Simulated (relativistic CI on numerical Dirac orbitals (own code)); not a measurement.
## Forbidden lines of Tb XLI

These numbers are calculated, not measured: Dirac-Coulomb-Breit CI, orbitals from a KLI potential per configuration, QED by a radiative potential, unscaled Slater integrals (own radial code, finite nucleus).

Configurations in the expansion (outside the closed core [Ne]): 3s2.3p6.3d7, 3s2.3p5.3d8, 3s2.3p4.3d9, 3s.3p6.3d8, 3p6.3d9, 3s.3p5.3d9, 3s2.3p6.3d6.4s, 3s2.3p6.3d6.4p, 3s2.3p4.3d8.4s, 3s2.3p6.3d6.4d, 3s2.3p4.3d8.4p, 3s2.3p5.3d7.4s, 3s2.3p6.3d6.4f, 3s2.3p4.3d8.4d, 3s.3p5.3d8.4s, 3s2.3p5.3d7.4p, 3s.3p5.3d8.4p, 3s2.3p6.3d5.4s2, 3s2.3p5.3d7.4d, 3s.3p5.3d8.4d, 3s.3p6.3d7.4s, 3p6.3d8.4s, 3s2.3p6.3d5.4s.4p, 3s2.3p5.3d7.4f, 3p6.3d8.4p, 3s2.3p6.3d6.5s, 3s.3p6.3d7.4p, 3s2.3p6.3d5.4p2, 3s2.3p6.3d6.5p, 3p6.3d8.4d, 3s2.3p6.3d6.5d, 3s2.3p5.3d6.4s2, 3s2.3p6.3d6.5f, 3s.3p6.3d6.4s2, 3s2.3p5.3d7.5s, 3s2.3p6.3d6.6s. Levels of other configurations are missing.

| λ vac (Å) | Lower | Upper | Type | A (s⁻¹) | gf | Branching (%) |
| --- | --- | --- | --- | --- | --- | --- |
| 9.9085 | 3s2.3p6.3d7 4F_9/2 [1] | 3s2.3p6.3d6.4s 4G_11/2 [141] | E2 | 1.37e+09 | 2.43e-04 | 41.2 |
| 9.9433 | 3s2.3p6.3d7 4F_9/2 [1] | 3s2.3p6.3d6.4s 4D_7/2 [139] | E2 | 1.04e+09 | 1.24e-04 | 10.2 |
| 9.9589 | 3s2.3p6.3d7 4F_9/2 [1] | 3s2.3p6.3d6.4s 4D_5/2 [137] | E2 | 1.78e+09 | 1.59e-04 | 15.6 |
| 9.9614 | 3s2.3p6.3d7 4F_9/2 [1] | 3s2.3p6.3d6.4s 6D_9/2 [136] | E2 | 1.36e+09 | 2.02e-04 | 31.3 |
| 9.9873 | 3s2.3p6.3d7 4F_9/2 [1] | 3s2.3p6.3d6.4s 6D_7/2 [134] | E2 | 4.59e+08 | 5.50e-05 | 14.8 |
| 10.033 | 3s2.3p6.3d7 2P_3/2 [2] | 3s2.3p6.3d6.4s 6D_3/2 [138] | E2 | 1.03e+09 | 6.22e-05 | 12.5 |
| 10.062 | 3s2.3p6.3d7 2D_5/2 [3] | 3s2.3p6.3d6.4s 4D_1/2 [140] | E2 | 1.40e+09 | 4.24e-05 | 13.3 |
| 10.088 | 3s2.3p6.3d7 2D_5/2 [3] | 3s2.3p6.3d6.4s 6D_9/2 [136] | E2 | 2.32e+08 | 3.54e-05 | 5.3 |
| 10.184 | 3s2.3p6.3d7 4F_9/2 [1] | 3s2.3p6.3d6.4s 4P_5/2 [127] | E2 | 2.30e+09 | 2.14e-04 | 24.7 |
| 10.202 | 3s2.3p6.3d7 2D_5/2 [3] | 3s2.3p6.3d6.4s 4P_1/2 [133] | E2 | 3.88e+09 | 1.21e-04 | 25.1 |
| 10.213 | 3s2.3p6.3d7 4F_9/2 [1] | 3s2.3p6.3d6.4s 4D_7/2 [126] | E2 | 4.31e+09 | 5.39e-04 | 32.0 |
| 10.219 | 3s2.3p6.3d7 4F_7/2 [4] | 3s2.3p6.3d6.4s 4D_7/2 [139] | E2 | 2.32e+09 | 2.91e-04 | 22.6 |
| 10.223 | 3s2.3p6.3d7 4F_7/2 [4] | 3s2.3p6.3d6.4s 6D_3/2 [138] | E2 | 2.09e+09 | 1.31e-04 | 25.4 |
| 10.235 | 3s2.3p6.3d7 4F_7/2 [4] | 3s2.3p6.3d6.4s 4D_5/2 [137] | E2 | 2.42e+09 | 2.28e-04 | 21.2 |
| 10.238 | 3s2.3p6.3d7 2H_9/2 [5] | 3s2.3p6.3d6.4s 4G_11/2 [141] | E2 | 8.78e+08 | 1.66e-04 | 26.3 |
| 10.238 | 3s2.3p6.3d7 4F_7/2 [4] | 3s2.3p6.3d6.4s 6D_9/2 [136] | E2 | 4.41e+08 | 6.93e-05 | 10.1 |
| 10.241 | 3s2.3p6.3d7 4F_9/2 [1] | 3s2.3p6.3d6.4s 6D_9/2 [125] | E2 | 1.69e+09 | 2.65e-04 | 30.5 |
| 10.256 | 3s2.3p6.3d7 2P_3/2 [2] | 3s2.3p6.3d6.4s 2P_3/2 [129] | E2 | 3.98e+09 | 2.51e-04 | 33.0 |
| 10.265 | 3s2.3p6.3d7 4F_7/2 [4] | 3s2.3p6.3d6.4s 6D_7/2 [134] | E2 | 4.98e+08 | 6.29e-05 | 16.0 |
| 10.275 | 3s2.3p6.3d7 2H_9/2 [5] | 3s2.3p6.3d6.4s 4D_7/2 [139] | E2 | 1.21e+09 | 1.54e-04 | 11.8 |
| 10.281 | 3s2.3p6.3d7 4F_3/2 [6] | 3s2.3p6.3d6.4s 4D_1/2 [140] | E2 | 4.30e+09 | 1.36e-04 | 41.0 |
| 10.288 | 3s2.3p6.3d7 4F_3/2 [6] | 3s2.3p6.3d6.4s 4D_7/2 [139] | E2 | 1.29e+09 | 1.64e-04 | 12.6 |
| 10.294 | 3s2.3p6.3d7 2H_9/2 [5] | 3s2.3p6.3d6.4s 6D_9/2 [136] | E2 | 6.10e+08 | 9.69e-05 | 14.0 |
| 10.299 | 3s2.3p6.3d7 2D_5/2 [3] | 3s2.3p6.3d6.4s 2P_3/2 [129] | E2 | 2.16e+09 | 1.38e-04 | 17.9 |
| 10.302 | 3s2.3p6.3d7 4P_5/2 [7] | 3s2.3p6.3d6.4s 4D_7/2 [139] | E2 | 7.52e+08 | 9.58e-05 | 7.3 |
| 10.303 | 3s2.3p6.3d7 2P_3/2 [2] | 3s2.3p6.3d6.4s 4D_7/2 [126] | E2 | 8.88e+08 | 1.13e-04 | 6.6 |
| 10.305 | 3s2.3p6.3d7 4F_3/2 [6] | 3s2.3p6.3d6.4s 4D_5/2 [137] | E2 | 5.52e+08 | 5.27e-05 | 4.8 |
| 10.319 | 3s2.3p6.3d7 4P_5/2 [7] | 3s2.3p6.3d6.4s 4D_5/2 [137] | E2 | 2.10e+09 | 2.01e-04 | 18.4 |
| 10.333 | 3s2.3p6.3d7 4P_1/2 [8] | 3s2.3p6.3d6.4s 4D_5/2 [137] | E2 | 7.70e+08 | 7.39e-05 | 6.7 |
| 10.346 | 3s2.3p6.3d7 2D_5/2 [3] | 3s2.3p6.3d6.4s 4D_7/2 [126] | E2 | 2.06e+09 | 2.64e-04 | 15.3 |

Terms are leading LS components. Brackets give the number of a level in order of energy, since labels repeat. The list gives strong lines, with weight on those to low levels, among the lowest 400 of 9866 levels, so that lines to higher ones, which can be the strongest, are missing. Levels whose partners in the same complex of configurations lie outside the list can be far off, and so can their lines. Rates are taken at the computed energies, electric ones in the length gauge.

At this charge energies of transitions that change n are usually good to better than 1 %, and those within a shell (Δn = 0) to a few per cent. Terms inside the open d or f shell come out 10 to 20 % too wide with unscaled integrals.

LS names give the leading component of a level, which can be under half, so a name can repeat, a term be missing and a line seem to break the LS rules.
